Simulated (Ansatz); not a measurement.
Consider the redistribution: `CCB(N)N` + `N=C[SeH]` → `NBN` + `CC[Se]C=N`.

Gas-phase electronic energies from Ansatz, PBE0-D4/def2-TZVP geometries. CBS: MP2 limit from def2 TZ/QZ plus the TZ coupled-cluster correction, frozen cores. Functionals use def2-TZVPP. B3LYP here is the variant with VWN-RPA as its local correlation; programs differ in this. For Se outer-core shells are correlated without core-valence functions, which leaves a few kJ/mol of doubt a bond. Scalar relativity is left out up to krypton. Each species was taken in one conformer, which may not be the lowest.

`CCB(N)N`:

```xyz
14

C     0.333   -1.661    0.600
C    -0.330   -0.314    0.902
B    -0.137    0.726   -0.280
N     1.022    1.538   -0.315
N    -1.100    0.800   -1.314
H     0.199   -2.376    1.417
H     1.408   -1.545    0.437
H    -0.082   -2.112   -0.305
H     0.084    0.090    1.833
H    -1.397   -0.474    1.096
H     1.241    2.184   -1.052
H     1.715    1.508    0.409
H    -1.931    0.239   -1.308
H    -1.025    1.397   -2.119
```

`N=C[SeH]`:

Z-matrix (Å, degrees):
```
C
Se 1 1.903
N 1 1.257 2 119.6
H 1 1.094 2 114.0 3 180.0
H 2 1.468 1 94.0 3 -180.0
H 3 1.018 1 111.3 2 -180.0
```

`NBN`:

Cartesian coordinates in Å:
```
N -1.240 -0.027 -0.174
B 0.021 -0.234 0.420
N 1.224 0.214 -0.161
H -1.387 0.450 -1.046
H -2.087 -0.353 0.254
H 0.073 -0.819 1.466
H 2.113 0.058 0.274
H 1.284 0.711 -1.033
```

`CC[Se]C=N`:

Cartesian coordinates in Å:
```
C -1.134 0.313 1.275
C 0.369 0.229 1.136
Se 0.969 -1.158 -0.103
C 0.633 -0.195 -1.718
N 0.730 -0.606 -2.902
H -1.407 1.090 1.995
H -1.610 0.556 0.322
H -1.551 -0.634 1.621
H 0.851 -0.021 2.082
H 0.806 1.168 0.790
H 0.339 0.843 -1.533
H 1.005 -1.585 -2.965
```

```
             level  ΔE (kcal/mol)  difference from CCSD(T)/CBS
           ωB97X-V            4.9                          0.9
           ωB97M-V            5.2                          1.2
            B2PLYP            3.7                         -0.3
               PBE            3.3                         -0.7
              PBE0            4.6                          0.6
             B3LYP            4.1                          0.1
   CCSD/def2-TZVPP            4.9                          0.9
CCSD(T)/def2-TZVPP            4.2                          0.2
SCS-MP2/def2-QZVPP            3.2                         -0.8
      HF/CBS(def2)            5.9                          1.9
       CCSD(T)/CBS            4.0                            0
```

Largest T1 diagnostic among the species: 0.012.

From PBE to PBE0 (25 % exact exchange), in def2-TZVPP and without D4, ΔE moves by +1.2 kcal/mol. In def2-TZVPP, CCSD(T) changes the Hartree–Fock value by −1.7 kcal/mol (the triples alone add −0.8 kcal/mol) and MP2 by −2.8 kcal/mol.
